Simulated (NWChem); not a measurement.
Molecule: SnClF, singlet; SMILES [Sn]([Cl])[F]

Computed with NWChem. Low-valent species are run as closed-shell singlets; no triplet was tried in these runs. All runs use the structure optimised with PBE0/def2-SVP. def2 effective core potentials on Sn; no spin-orbit coupling. Static field.

For level PBE/def2-TZVP:

```
Property                          Value
--------------------------------  -----
isotropic polarisability (bohr³)   49.8
anisotropy (bohr³)                 26.9
```

Question: Estimate the same quantities for level PBE/def2-SVPD.

Answer: The isotropic polarisability (bohr³) is 55.7 and the anisotropy (bohr³) comes out as 25.8.
